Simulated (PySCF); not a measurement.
**Induced dipoles and field energies**

Species: C7H5N.
Cartesian coordinates in Å at the PBE0-D3(BJ)/def2-SVP level; atoms count from 1:
```xyz
13
C7H5N angstrom
C     -3.718    0.252    0.651
C     -2.335    0.008    0.294
C     -1.171   -0.195   -0.003
C      0.140   -0.418   -0.332
C      1.304   -0.619   -0.627
C      2.698   -0.856   -0.975
C      3.633   -0.034   -0.203
N      4.378    0.610    0.403
H     -4.300    0.581   -0.224
H     -4.190   -0.659    1.051
H     -3.791    1.036    1.421
H      2.959   -1.917   -0.816
H      2.867   -0.655   -2.047
```

Level: CAM-B3LYP/def2-SVPD (PySCF); nuclei fixed, core orbitals frozen in the response. Permanent dipole (-3.668, -1.916, -1.686) D (1 au = 2.5417 D). Static polarisability (au):

```
x   158.57  -7.55 -15.56
y    -7.55  62.04   7.06
z   -15.56   7.06  64.17
```

Only the terms in μ and α are kept: μ(F) = μ + αF and ΔE = −μ·F − ½ F·αF.

Q: A field of 0.01 au (0.514 V/Å) is applied along each axis in both senses. Find the induced dipole, the size of the total dipole and the two energy terms.

A: 
```csv
field along,induced x (D),induced y (D),induced z (D),total size (D),−μ·F (kJ/mol),−½F·αF (kJ/mol)
+x,4.030,-0.192,-0.395,2.985,+37.889,-20.816
−x,-4.030,0.192,0.395,7.994,-37.889,-20.816
+y,-0.192,1.577,0.179,4.157,+19.791,-8.144
−y,0.192,-1.577,-0.179,5.269,-19.791,-8.144
+z,-0.395,0.179,1.631,4.419,+17.416,-8.424
−z,0.395,-0.179,-1.631,5.109,-17.416,-8.424
```

Q: For the field (0.0040, 0.0030, 0.0050) au, what is the induced dipole, and what angle does it make with the field?

A: αF = (1.357, 0.486, 0.711) D, at 23.3° to the field. The polarisability along this direction, F·αF/F², is 82.16 au, against a mean of 94.93 au.

Q: At what field along the permanent dipole would the induced dipole along it equal the permanent one, in this linear picture?

A: The polarisability along the dipole is 114.72 au, so F = 1.7581 au / 114.72 au = 0.0153 au = 0.79 V/Å; higher-order terms are ignored.

Q: What field makes μF equal to kT at 100 K?

A: kT = 0.3167 × 10⁻³ Eh, so F = 0.00018 au = 0.926 MV/cm.

Q: Induction energy −ᾱe²/2R⁴ of a unit charge at 18 Å, the molecule taken as a point?

A: R = 34.02 bohr, so the energy is −94.9/(2 × 34.02⁴) Eh = -0.0931 kJ/mol. The charge–dipole term at its most favourable orientation, −μe/R², is -3.99 kJ/mol.

Geometry: PBE0-D3(BJ)/def2-SVP; no solvent, vibrations or thermal averaging.
